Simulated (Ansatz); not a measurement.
`[NH2][Ge][Br]` + H₂S → `[NH2][Ge][SH]` + HBr at 500 K and 1 bar (ligand exchange at a Ge–Br bond).

Isolated molecules relaxed with PBE0-D4/def2-TZVP in Ansatz; ΔE leaves out vibrations. CCSD(T)/CBS adds triple-zeta CCSD(T) − MP2 to the extrapolated MP2 energy (def2 sets, frozen cores). This one scheme is used for every species. For Br, Ge outer-core shells are correlated without core-valence functions, which leaves a few kJ/mol of doubt a bond. Scalar relativity is left out up to krypton. One conformer a species, not always the lowest.

```csv
species,CCSD(T)/CBS energy (Eh),H − E (kJ/mol),S (J/(mol·K))
`[NH2][Ge][Br]`,-4705.39826,98.8,345.5
H₂S,-398.97279,57.0,224.0
`[NH2][Ge][SH]`,-2530.43678,125.3,349.4
HBr,-2573.91920,30.5,213.7
```

H − E and S are ideal-gas, rigid-rotor, harmonic terms from PBE0-D4/def2-TZVP, for one conformer and one mirror image of each species. 1 Eh = 2625.50 kJ/mol, R = 8.31446 J/(mol·K).

Task: By hand: ΔE, ΔH, ΔS and ΔG.

Result: ΔE = (-2530.43678) + (-2573.91920) − (-4705.39826) − (-398.97279) = 0.01507 Eh = 39.6 kJ/mol. Δ(H − E) = 125.3 + 30.5 − 98.8 − 57.0 = 0.0, so ΔH = 39.6 kJ/mol. ΔS = 349.4 + 213.7 − 345.5 − 224.0 = -6.4 J/(mol·K). ΔG = 39.6 − 500 × (-6.4)/1000 = 42.8 kJ/mol.

Task: By hand: the equilibrium constant, and the temperature at which ΔG would vanish if ΔH and ΔS stayed fixed.

Result: log₁₀ K = −ΔG/(RT ln 10) = -4.5. ΔH and −TΔS have one sign here, so there is no such temperature.

The number of gas molecules stays the same, so ΔS is small and ΔH decides. A doubt of 5 kJ/mol in ΔE shifts log₁₀ K by 0.5 here. Other conformers and mirror images would add mixing entropy, several J/(mol·K) or more a flexible species. These are equilibria of isolated gas molecules and say nothing of rates. Largest T1 diagnostic: 0.014 (customary marks: 0.02 for closed shells, 0.045 for open ones).

ΔS is within the doubt of such terms, so its sign, and with it that verdict, could turn.
